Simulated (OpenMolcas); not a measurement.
Tc5+: moving or changing the point charges

Tc5+ among 2 point charges of -2.5 e arranged as a linear pair (D∞h), 2.12 Å from the ion.

* Program: OpenMolcas 26.06
* Method: SS-CASPT2, IPEA 0.25 Eh, imaginary shift 0.1 Eh (closed shells correlated: 4s 4p)
* Basis: ANO-RCC-VDZP [6s5p3d1f]
* Scalar Hamiltonian: DKH2, point nucleus
* Active space: 2 electrons in 5 orbitals (4d)
* State averaging: 2S+1 = 3 even, 10 roots; 2S+1 = 1 even, 15 roots
* Spin-orbit coupling: state interaction with AMFI integrals over the reference wave functions

Runs around this geometry, states (labels by Λ). Energies in cm-1 above the lowest state or level, χT in cm3 K/mol.

```tsv
R (Å)	q (e)	Ground state	First state of that spin	First gap with spin-orbit (degeneracies)	χT at 300 K	First state of another spin
2.12	-1.62	3Σ	3Φ 690	35 (2, 1)	0.213	1Σ 8390
1.94	-2.5	3Σ	3Φ 7660	580 (1, 2)	0.491	1Γ 8410
2.12	-2.5	3Σ	3Φ 4440	670 (1, 2)	0.371	1Γ 8790
2.26	-2.5	3Σ	3Φ 2640	750 (1, 2)	0.272	1Σ 8630
```

Taking the first state of the same spin as R^-n, n = -ln(2640 / 7660) / ln(2.26 / 1.94) = 7.0 between the shortest and longest distance.

Scaling the charges by -1.62 / -2.5 = 0.65 scales the first state of the same spin by 690 / 4440 = 0.16; with fixed orbitals a first-order splitting would follow the charge.

Roots that are degenerate in the reference are averaged as groups; the widest CASPT2 spread within a group is 37 cm-1 (the 2-fold group of multiplicity 1 near 29900 cm-1 above the lowest state of its run, R = 2.26, q = -2.5). Shifts and gaps below about the spread of the groups concerned are not significant. Free-ion shares, where given, are those of the reference states; single-state CASPT2 does not remix them. This is an electrostatic model: the charges have no orbitals. No measured value stands beside these numbers.
